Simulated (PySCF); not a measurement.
**How methods differ on the ionisation energy of V⁺**

V⁺ [Ar] 3d4 [3d3/2^4, M_J = 0] → V²⁺ [Ar] 3d3 [3d3/2^3, M_J = 3/2], as a difference of total energies. Computed with PySCF 2.14 in x2c-SVPall-2c (5s5p3d1f, 42 functions), with the two-component X2C-1e Hamiltonian. Correlated levels: [Ne] frozen; the 6 highest virtual spinors dropped. "Screened" scales the spin-orbit matrix elements by Boettger's factors to mimic the two-electron term; Breit and QED terms are absent.

```csv
method,ionisation energy (eV),error (eV)
GHF (spin-free),13.212,-1.422
GMP2 (spin-free),14.087,-0.547
GHF (screened spin-orbit),13.196,-1.438
GMP2 (screened spin-orbit),14.072,-0.562
```

Reference: 14.634 ± 0.007 eV (measured; NIST Atomic Spectra Database, ionization energies).

Errors of the correlated levels include the incompleteness of this basis and the frozen core.

The labels give the starting determinants; with spin-orbit coupling the two ends relaxed to ⟨J²⟩ = 3.96, ⟨L²⟩ = 6.01, ⟨S²⟩ = 6.00 and ⟨J²⟩ = 6.69, ⟨L²⟩ = 12.00, ⟨S²⟩ = 3.75.

The determinant of V⁺ and of V²⁺ mixes levels of different J (the jj label is only the starting occupation), so the difference between spin-free and spin-orbit rows is not the physical spin-orbit shift.
